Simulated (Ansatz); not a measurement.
`CB[SiH2]Cl` + `C[O][ZnH]` → `CBOC` + `Cl[SiH2][ZnH]` at 400 K and 1 bar (redistribution).

Calculated with Ansatz (gas phase, PBE0-D4/def2-TZVP geometries, no zero-point term in ΔE). CBS: MP2 limit from def2 TZ/QZ plus the TZ coupled-cluster correction, frozen cores. For Zn outer-core shells are correlated without core-valence functions, which leaves a few kJ/mol of doubt a bond. Scalar relativity is left out up to krypton. One conformer a species, not always the lowest.

| species | CCSD(T)/CBS energy (Eh) | H − E (kJ/mol) | S (J/(mol·K)) |
| --- | --- | --- | --- |
| `CB[SiH2]Cl` | -815.34006 | 207.2 | 381.5 |
| `C[O][ZnH]` | -1893.99751 | 147.6 | 321.6 |
| `CBOC` | -180.32625 | 269.6 | 337.7 |
| `Cl[SiH2][ZnH]` | -2529.06736 | 90.2 | 345.4 |

H − E and S are ideal-gas, rigid-rotor, harmonic terms from PBE0-D4/def2-TZVP, for one conformer and one mirror image of each species. 1 Eh = 2625.50 kJ/mol, R = 8.31446 J/(mol·K).

Task: By hand: ΔE, ΔH, ΔS and ΔG.

Result: ΔE = (-180.32625) + (-2529.06736) − (-815.34006) − (-1893.99751) = -0.05604 Eh = -147.1 kJ/mol. Δ(H − E) = 269.6 + 90.2 − 207.2 − 147.6 = 5.0, so ΔH = -142.1 kJ/mol. ΔS = 337.7 + 345.4 − 381.5 − 321.6 = -20.0 J/(mol·K). ΔG = -142.1 − 400 × (-20.0)/1000 = -134.1 kJ/mol.

Task: By hand: the equilibrium constant, and the temperature at which ΔG would vanish if ΔH and ΔS stayed fixed.

Result: log₁₀ K = −ΔG/(RT ln 10) = 17.5. ΔG = 0 at ΔH/ΔS = 7105 K, far beyond where these terms or the molecules hold.

ΔH outweighs TΔS. A doubt of 5 kJ/mol in ΔE shifts log₁₀ K by 0.7 here. Other conformers and mirror images would add mixing entropy, several J/(mol·K) or more a flexible species. Modes under 60 cm⁻¹, often nearly free rotors, make the harmonic entropy too high. These are equilibria of isolated gas molecules and say nothing of rates. Largest T1 diagnostic: 0.017 (customary marks: 0.02 for closed shells, 0.045 for open ones).
